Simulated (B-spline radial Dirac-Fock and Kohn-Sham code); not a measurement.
**Binding energies of Ce²⁸⁺**

System: the Ce²⁸⁺ ion in the configuration 1s2 2s2 2p6 3s2 3p6 3d10 4s2; nuclear rms radius 4.8771 fm (A = 140).

Model: relaxed Dirac-Fock hole states (ΔSCF) with Breit and QED corrections and a finite nucleus. Program: a radial finite-basis atomic code. Electron correlation is not included. Energies are counted from the vacuum level.

All terms are in eV, carry their sign (relaxation lowers the binding energy) and add up to the binding energy; ⟨r⟩ is the mean radius of the orbital in the initial state.

```
  subshell  −ε (Koopmans)  relaxation    Breit     QED  binding energy  ⟨r⟩ (bohr)
    K (1s)        41648.5      -49.54  -103.03  -52.92         41443.0       0.025
   L1 (2s)         7565.9      -19.43   -10.53   -6.94          7529.0       0.104
L2 (2p1/2)         7183.4      -22.86   -17.47    0.39          7143.4       0.088
L3 (2p3/2)         6733.4      -21.35   -11.40   -0.38          6700.3       0.094
   M1 (3s)         2359.7       -3.28    -1.96   -1.53          2353.0       0.273
M2 (3p1/2)         2196.5       -3.81    -3.26    0.07          2189.5       0.263
M3 (3p3/2)         2102.9       -3.43    -2.02   -0.08          2097.4       0.274
M4 (3d3/2)         1829.0       -4.68    -1.40    0.14          1823.1       0.244
M5 (3d5/2)         1808.9       -4.49    -0.89    0.09          1803.6       0.248
   N1 (4s)         1060.5       -0.24    -0.60   -0.45          1059.2       0.567
```

For the deepest level, K (1s), the Breit terms make up -0.249 % of the binding energy, QED -0.128 % and orbital relaxation -0.120 %.

Spin-orbit splittings: 2p 443.2 eV, 3p 92.16 eV, 3d 19.47 eV.

Going to the tabulated ground configuration of the next ion removes an electron from N1 (4s), computed at 1059.2 eV. NIST lists 1060 ± 4 eV as the ionisation energy of this species (theoretical), +0.76 eV from the computed value, within the stated uncertainty.
